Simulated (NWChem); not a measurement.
System: CBrCl₂F; SMILES FC(Cl)(Cl)Br

NWChem input:

```
start job
memory heap 200 mb stack 900 mb global 1100 mb
geometry units angstroms noautoz
  F      1.607770     0.612719     0.000000
  C      0.289810     0.470061     0.000000
  Cl    -0.365675     1.231926    -1.449050
  Cl    -0.365675     1.231926     1.449050
  Br    -0.112682    -1.432070     0.000000
end
basis spherical
  * library def2-svp
end
dft
  xc m06-l
  iterations 150
  mulliken
end
task dft energy
```

All runs use the structure optimised with PBE0/def2-SVP.

**Question.** Predict the main results of this run. (M06-L/def2-SVP.) Quantities: energy (Ha); highest occupied level (eV); orbital gap (eV); dipole (D).

**Answer.** 
```yaml
energy (Ha): -3631.66
highest occupied level (eV): -7.60
orbital gap (eV): 5.30
dipole (D): 0.32
```
